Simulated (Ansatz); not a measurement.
One change: `O/C=C(\Cl)[SiH2]O` becomes `O/C=C\Cl`.

Ansatz, PBE0-D4/def2-TZVP geometries, multiplicity 1. Each molecule was computed in one conformer, which needn't be the lowest.

```tsv
property	`O/C=C(\Cl)[SiH2]O`
HOMO–LUMO gap (PBE0/def2-TZVPP) / eV	6.70
size of the dipole moment (PBE/def2-TZVPP) / D	0.85
LUMO energy (PBE0/def2-TZVPP) / eV	-0.35
LUMO energy (PBE/def2-TZVPP) / eV	-1.26
HOMO energy (ωB97M-V/def2-TZVPP) / eV	-9.22
size of the dipole moment (ωB97M-V/def2-TZVPP) / D	0.78
```

Problem. Give the same properties after the change, and the shifts. (Best estimate.)

Solution. The calculation gave: 
```
                                          property  `O/C=C\Cl`  shift
              HOMO–LUMO gap (PBE0/def2-TZVPP) / eV        7.24   0.54
    size of the dipole moment (PBE/def2-TZVPP) / D        0.59  -0.26
                LUMO energy (PBE0/def2-TZVPP) / eV        0.43   0.78
                 LUMO energy (PBE/def2-TZVPP) / eV       -0.56   0.70
             HOMO energy (ωB97M-V/def2-TZVPP) / eV       -9.00   0.22
size of the dipole moment (ωB97M-V/def2-TZVPP) / D        0.72  -0.06
```

With PBE0 the HOMO rises by 0.25 eV and the LUMO rises by 0.78 eV, so the gap widens by about 0.53 eV. PBE moves the HOMO by 0.27 eV and ωB97M-V by 0.22 eV. Dipoles are sizes alone; their direction can turn.
